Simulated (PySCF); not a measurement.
Electronic absorption of C3H13NOSi5

Compound: C₃H₁₃NOSi₅.
SMILES: `CCO[Si@@H]1[SiH2][SiH2][SiH2][Si@H]1C#N`

Method used: PySCF 2.14.0, density-fitted response routines, TDDFT PBE0/def2-SVPD, vertical, gas phase, core orbitals frozen in the response. The structure is a single PBE0-D3(BJ)/def2-SVP conformer in the gas phase; no vibrational or solvent corrections.

| state | E (eV) | ν̃ (cm⁻¹) | f | \|μ\| (D) | main configurations (H = HOMO, L = LUMO) |
| --- | --- | --- | --- | --- | --- |
| S1 | 4.93 | 39780 | 0.0066 | 0.60 | H→L (98%) |
| S2 | 5.28 | 42620 | 0.0034 | 0.41 | H-1→L (97%) |
| S3 | 5.66 | 45640 | 0.0023 | 0.33 | H-2→L (93%) |
| S4 | 5.72 | 46130 | 0.017 | 0.90 | H→L+1 (79%), H→L+2 (8%) |
| S5 | 5.93 | 47810 | 0.038 | 1.30 | H→L+2 (75%), H-3→L (10%), H→L+1 (9%) |
| S6 | 6.07 | 48920 | 0.0077 | 0.58 | H-3→L (61%), H→L+4 (12%), H→L+2 (11%) |
| S7 | 6.11 | 49260 | 0.027 | 1.08 | H-1→L+1 (50%), H→L+4 (34%) |
| S8 | 6.13 | 49440 | 0.023 | 0.99 | H→L+4 (38%), H-1→L+1 (20%), H-3→L (18%) |
| S9 | 6.22 | 50150 | 0.015 | 0.79 | H→L+3 (38%), H-2→L+1 (34%) |
| S10 | 6.27 | 50580 | 0.011 | 0.69 | H-1→L+2 (44%), H→L+3 (18%), H-1→L+1 (12%) |

Triplets, Tamm–Dancoff:

```csv
state,E (eV),λ (nm),"main configurations (H = HOMO, L = LUMO)"
T1,4.51,274.6,H→L (92%)
T2,4.97,249.6,H-1→L (90%)
T3,5.09,243.8,"H→L+1 (64%), H-1→L+1 (10%)"
T4,5.24,236.4,H-2→L (74%)
```

The lowest singlet lies at 4.93 eV (251 nm, ultraviolet) and is weak; its leading configuration is HOMO→LUMO (98%). The most intense listed level is S5 at 5.93 eV (209 nm, f = 0.038), 1.00 eV above S1. Löwdin shares by element: HOMO silicon 57% or more, oxygen 9% (atoms not listed hold the other 34%); LUMO silicon 52% or more (atoms not listed hold the other 48%). Of the 10 states listed, 6 reach f = 0.01 and none stays under 0.0005. The listed states span 1.34 eV, and the widest gap between neighbours is 0.38 eV (S2 to S3). The oscillator strengths of these states sum to 0.151; summed over the whole spectrum of an exact calculation they would give the number of electrons, 116 (Thomas–Reiche–Kuhn). No computed singlet lies in the visible range (380 to 750 nm); the lowest, at 251 nm, stands 1.67 eV above its violet end (3.26 eV). All these states lie below the vertical ionisation energy of 9.08 eV (ΔSCF). Singlets were solved by full linear response, triplets in the Tamm–Dancoff approximation.

The run took 11 min wall on an Arm Neoverse V2 with one thread (shared host).
